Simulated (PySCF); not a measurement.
**Electron correlation in As⁻ (arsenic, charge -1)**

[Ar] 3d10 4s2 4p4, high-spin 3P determinant. All numbers are calculated (PySCF 2.14, the spin-free X2C one-electron Hamiltonian (Gaussian nucleus), in x2c-TZVPPall with one added diffuse shell each of s, p, d type (7s6p5d1f, 57 functions)). Frozen: [Ar] 3d10; 6 electrons correlated.

```tsv
level	correlation energy (mhartree)
CCSD	-113.22
(T)	-4.61
CCSD(T)	-117.83
```

Diagnostics: T1 = 0.013, D1 = 0.0270, largest double amplitude 0.050.

Is a single reference adequate?

Yes, within this model without spin-orbit coupling: T1 lies below 0.03 and no double amplitude reaches 0.07.
